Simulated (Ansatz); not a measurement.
Consider the ligand exchange at the Si–C bond: `O=C[SiH2]Cl` + `[NH2][GeH2][Cl]` → `Cl[SiH2][NH][GeH2][Cl]` + `C=O`.

Computed with Ansatz on PBE0-D4/def2-TZVP structures; ΔE is electronic, products minus reactants. CCSD(T)/CBS adds triple-zeta CCSD(T) − MP2 to the extrapolated MP2 energy (def2 sets, frozen cores). This one scheme is used for every species. Functionals use def2-TZVPP. B3LYP here is the variant with VWN-RPA as its local correlation; programs differ in this. For Ge outer-core shells are correlated without core-valence functions, which leaves a few kJ/mol of doubt a bond. Scalar relativity is left out up to krypton. Each species was taken in one conformer, which may not be the lowest.

| level | ΔE (eV) |
| --- | --- |
| ωB97M-V | -0.90 |
| B2PLYP | -0.89 |
| PBE | -0.71 |
| r2SCAN | -0.83 |
| B3LYP | -0.81 |
| HF/def2-TZVPP | -1.00 |
| HF/def2-QZVPP | -1.00 |
| MP2/CBS(def2) | -0.98 |

What does CCSD(T)/CBS give? (Estimate.)

The calculation gave: -0.93 eV. The listed levels differ from it by 0.03, 0.04, 0.22, 0.10, 0.12, -0.07, -0.07, -0.05 eV.

Largest T1 diagnostic among the species: 0.015.

From PBE to PBE0 (25 % exact exchange), in def2-TZVPP and without D4, ΔE moves by −0.09 eV. The D4 term adds −0.08 eV with B3LYP and −0.04 eV with PBE0; it sums over pairs of atoms, weighted by their polarisabilities, and B3LYP, whose exchange is more repulsive, gets the larger term.
